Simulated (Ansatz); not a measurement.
Isomers of C4H2F4, relaxed with PBE0-D4/def2-TZVP in Ansatz; electronic energies, one conformer each and not always the lowest. Functionals use def2-TZVPP; CBS adds triple-zeta CCSD(T) − MP2 to the MP2 limit of def2-TZVPP and def2-QZVPP.

(1) Order them by energy at frozen-core CCSD(T)/CBS, lowest first. (Estimate.)
A. `FC1=CC(F)(F)C1F`
B. `FC1(F)C=CC1(F)F`
C. `FC1=C(F)[C@@H](F)[C@@H]1F`
D. `F/C=C(F)/C(F)=C/F`
E. `FC1=CC(F)C1(F)F`
F. `F/C=C/C(F)=C(F)F`
G. `F/C=C(/F)C=C(F)F`

(2) How do B3LYP, B3LYP-D4, PBE-D4, r2SCAN-D4 place them (kJ/mol, against `FC1(F)C=CC1(F)F`)? (Best estimate.)

## Answers

(1) B (0.0 kJ/mol), A (26.0 kJ/mol), E (30.2 kJ/mol), G (37.9 kJ/mol), F (46.2 kJ/mol), C (64.4 kJ/mol), D (68.5 kJ/mol).

(2) Ansatz gave: 
```json
{"isomer": "`F/C=C(F)/C(F)=C/F`", "B3LYP": "35.4", "B3LYP-D4": "38.3", "PBE-D4": "46.8", "r2SCAN-D4": "52.7"}
{"isomer": "`FC1=CC(F)C1(F)F`", "B3LYP": "23.8", "B3LYP-D4": "24.4", "PBE-D4": "20.1", "r2SCAN-D4": "26.5"}
{"isomer": "`FC1=CC(F)(F)C1F`", "B3LYP": "19.6", "B3LYP-D4": "20.4", "PBE-D4": "16.5", "r2SCAN-D4": "22.3"}
{"isomer": "`FC1=C(F)[C@@H](F)[C@@H]1F`", "B3LYP": "51.9", "B3LYP-D4": "53.4", "PBE-D4": "45.6", "r2SCAN-D4": "58.8"}
{"isomer": "`F/C=C/C(F)=C(F)F`", "B3LYP": "12.4", "B3LYP-D4": "15.8", "PBE-D4": "21.0", "r2SCAN-D4": "26.5"}
{"isomer": "`F/C=C(/F)C=C(F)F`", "B3LYP": "2.7", "B3LYP-D4": "5.8", "PBE-D4": "11.1", "r2SCAN-D4": "15.3"}
```

B3LYP here is the variant with VWN-RPA as its local correlation; programs differ in this.
